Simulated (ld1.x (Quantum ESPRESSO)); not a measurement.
Values are calculated unless marked as measured or tabulated.
# Potentials for C (Z = 6) compared

Generated with ld1.x 7.5 (TM, RRKJ, ultrasoft, PAW), atompaw 4.2 or ONCVPSP 4.0.1. The cutoff is in Ry: for ld1.x and atompaw files where the sum of valence levels is converged to 10 mRy in a Bessel basis, for ONCV files where the hardest occupied wave has 1 mHa per electron of residual kinetic energy. The error is the largest all-electron minus pseudo excitation energy over each file’s own four to seven test configurations (ionisations up to +4, promotions, holes and added fractions of an electron), all of which were solved. The labels leave out finer settings (local radius, basis sizes, second energies), which also bear on the numbers. Spin-polarised tests are not counted. The rows are a selection from randomly drawn settings: files with unsolved tests, undetermined cutoffs or missed reference levels are left out.

```tsv
potential	cutoff (Ry)	largest error (meV)	bound ghosts
TM, LDA (PZ), fully relativistic, rc 1.00/1.25/1.05 (spd), local d, core correction yes, reference 2s2 2p1.5	55	+115	none
TM, PBEsol, scalar-relativistic, rc 0.85/1.65 (sp), local s, core correction no, reference 2s2 2p2	80	+380	none
TM, PBE, scalar-relativistic, rc 0.80/1.55 (sp), local smoothed, core correction no, reference 2s2 2p2	100	+396	none
PAW, BLYP, non-relativistic, rc 1.05/1.55/1.25 (spd), local smoothed, core correction yes, reference 2s2 2p1.5	30	-15	none
RRKJ, PBE, scalar-relativistic, rc 1.25/1.70 (sp), local p, core correction yes, reference 2s1 2p3	50	+437	none
RRKJ, revPBE, scalar-relativistic, rc 1.20/1.80/1.80 (spd), local s, core correction yes, reference 2s2 2p2	35	+447	none
TM, LDA (PZ), scalar-relativistic, rc 0.85/2.75 (sp), local p, core correction no, reference 2s2 2p0.5	90	+701	none
```

Task: Fill in the row for C: TM, Wu–Cohen, non-relativistic, rc 0.80/1.80 (sp), local p, core correction yes, reference 2s2 2p2.

Result: cutoff 100 Ry, largest error +335 meV, bound ghosts: none.
